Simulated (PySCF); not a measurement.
# Static response to an electric field

1-methylallyl acetate, C6H10O2.
SMILES with atom numbers: `[CH2:1]=[CH:2][C@@H:3]([CH3:4])[O:5][C:6]([CH3:7])=[O:8]` (hydrogens: H9, H10 on C1; H11 on C2; H12 on C3; H13, H14, H15 on C4; H16, H17, H18 on C7)

Structure used (GFN2-xTB), in Å, numbered top down from 1:
```xyz
18
C6H10O2 angstrom
C     -2.3336    1.7149    0.2543
C     -1.5266    0.9552   -0.4603
C     -0.6648   -0.1274    0.1159
C     -1.1364   -1.5078   -0.3412
O      0.6783    0.1034   -0.3477
C      1.6815   -0.2976    0.4347
C      3.0095    0.0499   -0.1893
O      1.5382   -0.8483    1.4941
H     -2.9534    2.4694   -0.1992
H     -2.4123    1.6088    1.3238
H     -1.4470    1.0695   -1.5320
H     -0.6609   -0.0848    1.2121
H     -1.0807   -1.5799   -1.4250
H     -0.5085   -2.2778    0.1002
H     -2.1642   -1.6631   -0.0254
H      3.8146   -0.3309    0.4313
H      3.0683   -0.3781   -1.1867
H      3.0893    1.1309   -0.2779
```

Level: B3LYP/def2-SVPD (PySCF), static field, nuclei fixed, core orbitals frozen in the response. The polarisability tensor in these axes (au):

```
x   93.34 -9.12 -1.58
y   -9.12 76.99 -0.17
z   -1.58 -0.17 73.21
```

Q: Diagonalise the tensor; give its mean and Δα, where Δα² is half the sum of the squared differences of the eigenvalues.

A: Principal values 72.21, 73.83 and 97.50 au; mean 81.18 au = 12.03 Å³ = 13.38 × 10⁻⁴⁰ C²·m²/J; Δα = 24.52 au (30 % of the mean).

Q: What is the dipole moment, and where does it point?

A: (-0.60, 0.79, -1.73) D, 2.00 D in size, pointing from the negative to the positive side. Measured along this direction, the outermost atoms are O8 at the negative end and H11 at the positive end.

Q: How large is μ²/3kT at 500 K beside α?

A: In Gaussian units μ²/3kT = 19.25 Å³ against 12.03 Å³, a ratio of 1.60; the Debye molar polarisation (4π/3)N_A(α + μ²/3kT) is 78.9 cm³/mol, leaving out the vibrational part.

Q: Form Σ f/ω² (atomic units) for the 8 lowest TDDFT singlets, given as eV and f, and set it beside the mean polarisability, which is this sum over all singlets: 5.88, 0.0013; 6.75, 0.0120; 7.01, 0.0446; 7.16, 0.0180; 7.26, 0.0544; 7.40, 0.0333; 7.57, 0.3774; 7.79, 0.0092.

A: They add up to 7.36 au, 9.1 % of the 81.18 au; the largest single term is 4.88 au, from the state at 7.57 eV. Terms in order: 0.03, 0.19, 0.67, 0.26, 0.76, 0.45, 4.88, 0.11 au. Higher excitations give the rest. The strengths listed sum to 0.550.

Q: Find the Langevin capture rate constant for O2+ (31.990 u) meeting this molecule (114.068 u), k = 2.342 × 10⁻⁹ cm³/s × √(α in Å³ / reduced mass in u).

A: The reduced mass is 24.98 u, so k = 1.63 × 10⁻⁹ cm³/s. The formula leaves out the permanent dipole, which adds to the capture rate.

Geometry: GFN2-xTB, one conformer, isolated molecule.
